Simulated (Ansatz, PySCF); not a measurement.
Pair of molecules: stibine (SMILES [SbH3]) (first 4 atoms) with stibine (SMILES [SbH3]); geometry from B3LYP-D3(BJ)/def2-TZVP, rigid monomers moved along the line of their centres of mass till Sb1···Sb5 is 5.03 Å.
(charge 0, multiplicity 1):
```xyz
8

Sb     0.34508    -0.32205    -0.42015
H      1.60686    -0.27149     0.73822
H     -0.44804    -1.56965     0.44635
H     -0.53278     0.87793     0.43117
Sb    -0.58256    -0.03295     4.51924
H     -0.17620     1.57189     4.07975
H     -1.22120     0.49736     6.02253
H     -2.11783     0.10137     3.77234
```

Counterpoise-corrected where a basis set is named; no monomer relaxation.

Correlated levels freeze the cores. Filled d and f shells under p-block atoms count as core. CBS: X⁻³ extrapolation of the correlation energy, Hartree–Fock from the larger set.

Programs: Ansatz (a first-principles code) with Gaussian orbitals; PySCF for the dispersion terms. Each number belongs to the level named beside it. In def2 rows elements past Kr take small-core potentials, without spin–orbit coupling.

PBE/def2-TZVPPD gives -18.8 meV for the interaction energy.

Q: How do the other levels lie against it? Give each less PBE: PBE-D3(BJ)/def2-TZVPPD, r2SCAN/def2-TZVPPD, B3LYP/def2-TZVPPD, wB97M-V/def2-TZVPPD, MP2/CBS(def2-SVPD, def2-TZVPPD), CCSD(T)/CBS(def2-SVPD, def2-TZVPPD).

A: PBE-D3(BJ)/def2-TZVPPD -34.9; r2SCAN/def2-TZVPPD -5.1; B3LYP/def2-TZVPPD 25.5; wB97M-V/def2-TZVPPD -21.5; MP2/CBS(def2-SVPD, def2-TZVPPD) -22.3; CCSD(T)/CBS(def2-SVPD, def2-TZVPPD) -18.1 meV. 1 of 6 lie above PBE; the widest gap is to PBE-D3(BJ)/def2-TZVPPD.
